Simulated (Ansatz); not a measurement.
The cluster TlF2⁻ (the lowest singlet isomer of a short search), 3 atoms. Hardware: 4 threads of Arm Neoverse V1 on a shared host.

In the def2 sets Tl takes a core potential; there is no spin–orbit coupling. Correlated methods freeze 6 core orbitals; core or outer-core shells of Tl are correlated, in sets that lack core-valence functions.

How many basis functions does each of these Ansatz runs have, and roughly what does it cost? r2SCAN0-D4/def2-TZVPD, charge -1 singlet, energy, from earlier orbitals; PBE-D4/def2-TZVPD, charge 0 doublet at the geometry of the charge -1 singlet, energy, from earlier orbitals; PBE-D4/def2-SVPD, charge -1 singlet, energy, from earlier orbitals; r2SCAN-D4/def2-TZVPD, charge -1 quintet, energy, from earlier orbitals; LDA (SPW92)/def2-TZVPD, charge -1 triplet, energy, from earlier orbitals; HF/def2-TZVPD, charge -1 quintet, energy, from earlier orbitals; CCSD(T)/def2-TZVPPD, charge -1 quintet, energy, from earlier orbitals; PBE0-D4/def2-SVP, charge 0 doublet at the geometry of the charge -1 singlet, energy with a search over starts; PBE-D4/def2-TZVPD, charge -1 quintet, energy, from earlier orbitals; PBE0-D4/def2-SVP, charge -1 quintet, energy with a search over starts; HSE06-D4/def2-TZVPD, charge -1 quintet, energy, from earlier orbitals; RPA@PBE/def2-TZVPD, charge -1 triplet, energy, from earlier orbitals.

Other jobs shared the machine, so times can vary by a factor of up to 3. A dash marks memory too small to be measured apart from the calling script's.

```json
{"run": "PBE-D4/def2-SVPD, charge -1 singlet, energy, from earlier orbitals", "functions": "78", "fitting or Cholesky vectors": "723", "wall time": "0.4 s", "peak host memory (GiB)": "–"}
{"run": "LDA (SPW92)/def2-TZVPD, charge -1 triplet, energy, from earlier orbitals", "functions": "136", "fitting or Cholesky vectors": "832", "wall time": "0.65 s", "peak host memory (GiB)": "–"}
{"run": "PBE0-D4/def2-SVP, charge 0 doublet at the geometry of the charge -1 singlet, energy with a search over starts", "functions": "54", "fitting or Cholesky vectors": "615", "wall time": "0.95 s", "peak host memory (GiB)": "–"}
{"run": "PBE-D4/def2-TZVPD, charge 0 doublet at the geometry of the charge -1 singlet, energy, from earlier orbitals", "functions": "136", "fitting or Cholesky vectors": "832", "wall time": "1.5 s", "peak host memory (GiB)": "–"}
{"run": "r2SCAN0-D4/def2-TZVPD, charge -1 singlet, energy, from earlier orbitals", "functions": "136", "fitting or Cholesky vectors": "917", "wall time": "1.6 s", "peak host memory (GiB)": "–"}
{"run": "RPA@PBE/def2-TZVPD, charge -1 triplet, energy, from earlier orbitals", "functions": "136", "fitting or Cholesky vectors": "1029", "wall time": "2.5 s", "peak host memory (GiB)": "–"}
{"run": "HF/def2-TZVPD, charge -1 quintet, energy, from earlier orbitals", "functions": "136", "fitting or Cholesky vectors": "1092", "wall time": "3.1 s", "peak host memory (GiB)": "–"}
{"run": "PBE-D4/def2-TZVPD, charge -1 quintet, energy, from earlier orbitals", "functions": "136", "fitting or Cholesky vectors": "832", "wall time": "4.9 s", "peak host memory (GiB)": "–"}
{"run": "PBE0-D4/def2-SVP, charge -1 quintet, energy with a search over starts", "functions": "54", "fitting or Cholesky vectors": "610", "wall time": "6.5 s", "peak host memory (GiB)": "–"}
{"run": "HSE06-D4/def2-TZVPD, charge -1 quintet, energy, from earlier orbitals", "functions": "136", "fitting or Cholesky vectors": "917", "wall time": "7.5 s", "peak host memory (GiB)": "–"}
{"run": "r2SCAN-D4/def2-TZVPD, charge -1 quintet, energy, from earlier orbitals", "functions": "136", "fitting or Cholesky vectors": "832", "wall time": "19 s", "peak host memory (GiB)": "–"}
{"run": "CCSD(T)/def2-TZVPPD, charge -1 quintet, energy, from earlier orbitals", "functions": "136", "fitting or Cholesky vectors": "1029", "wall time": "21 s", "peak host memory (GiB)": "1.4"}
```
